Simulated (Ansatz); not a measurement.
`C[CH2][AlH][TeH]` + `[OH][GeH2][SH]` → `C[O][GeH2][SH]` + `[CH3][AlH][TeH]`  (substitution at a C–C bond)

Program: Ansatz. Geometries: PBE0-D4/def2-TZVP. ΔE: electronic, gas phase. CBS: MP2 limit from def2 TZ/QZ plus the TZ coupled-cluster correction, frozen cores. Functionals use def2-TZVPP. B3LYP here is the variant with VWN-RPA as its local correlation; programs differ in this. Elements past krypton have def2 core potentials. For Ge, Te outer-core shells are correlated without core-valence functions, which leaves a few kJ/mol of doubt a bond. Scalar relativity is left out up to krypton. Each species was taken in one conformer, which may not be the lowest.

```
             level  ΔE (kJ/mol)
            PBE-D4         37.4
          B3LYP-D4         33.0
            B2PLYP         34.6
    MP2/def2-TZVPP         42.0
SCS-MP2/def2-TZVPP         37.8
CCSD(T)/def2-TZVPP         37.4
SCS-MP2/def2-QZVPP         39.6
    CCSD/CBS(def2)         39.6
```

**Question.** What does CCSD(T)/CBS give? (Estimate.)

**Answer.** Computed: +40.2 kJ/mol. The listed levels differ from it by -2.8, -7.2, -5.6, 1.8, -2.4, -2.8, -0.6, -0.6 kJ/mol.

Largest T1 diagnostic among the species: 0.012.

In def2-TZVPP, CCSD(T) changes the Hartree–Fock value by +9.3 kJ/mol (the triples alone add +0.5 kJ/mol) and MP2 by +13.9 kJ/mol.
